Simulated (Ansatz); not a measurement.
Ansatz results at the PBE0-D4/def2-TZVP geometry: HOMO–LUMO gap (PBE0/def2-TZVPP) 5.61 eV; LUMO energy (PBE/def2-TZVPP) -2.15 eV; LUMO energy (PBE0/def2-TZVPP) -1.24 eV.

Which molecule gave them?
A. `C[C@@]12[C@H]3[C@H]4[C@H]5[C@@H]1[TiH]45321678([Cl])[C@@H]2[C@H]1[C@H]6[C@@]7(C)[C@@H]28`
B. `C[C@@]12[C@H]3[C@H]4[C@H]5[C@@H]1[HfH2]45321678[C@@H]2[C@H]1[C@H]6[C@@]7(C)[C@@H]28`
C. `C[N](C)[Zr]1234([NH2])([NH2])[C@H]5[C@@H]1[C@@H]2[C@@H]3[C@H]54`
D. `C[O][Ti]12345678([Cl])([C@@H]9[C@H]1[C@H]2[C@@]3(C)[C@@H]94)[C@@H]1[C@H]5[C@H]6[C@@]7(C)[C@@H]18`

B. The others give `C[C@@]12[C@H]3[C@H]4[C@H]5[C@@H]1[TiH]45321678([Cl])[C@@H]2[C@H]1[C@H]6[C@@]7(C)[C@@H]28`: 4.75, -2.81, -1.70; `C[N](C)[Zr]1234([NH2])([NH2])[C@H]5[C@@H]1[C@@H]2[C@@H]3[C@H]54`: 5.84, -0.91, -0.01; `C[O][Ti]12345678([Cl])([C@@H]9[C@H]1[C@H]2[C@@]3(C)[C@@H]94)[C@@H]1[C@H]5[C@H]6[C@@]7(C)[C@@H]18`: 4.57, -2.66, -1.67.
